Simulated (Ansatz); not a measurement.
Each of the bonds Be1–H2, Be1–H3 of BeH2 (SMILES [BeH2]) is stretched (multiplicity 1, the rest rigid).
Geometry at rest (charge 0, multiplicity 1):
```xyz
3

Be     0.00000     0.00000     0.00000
H      0.00000     0.00000    -1.33009
H      0.00000     0.00000     1.33009
```

Cores are frozen in the correlated methods.

Codes used: Ansatz (a quantum-chemistry and plane-wave program). Values without a source in brackets are computed.

FIC-MRCISD+Q on CASSCF(4,4)/cc-pVTZ, total energies (hartree):

| R (Å) | CASSCF | MRCISD | weight c² of the reference |
|---|---|---|---|
| 1.330 | -15.797405 | -15.847298 | 0.97077 |
| 2.328 | -15.646521 | -15.673797 | 0.97252 |
| 4.256 | -15.590349 | -15.617228 | 0.94013 |

Question: Add the Davidson correction (E_MRCISD − E_CASSCF)(1 − c²)/c² and give the energies above the first point at the three levels.

Answer: 
Corrections (hartree): -0.001502, -0.000771, -0.001712. Above the first point (kcal/mol):
- R = 2.328 Å: CASSCF 94.7, MRCISD 108.9, with the correction 109.3
- R = 4.256 Å: CASSCF 129.9, MRCISD 144.4, with the correction 144.2
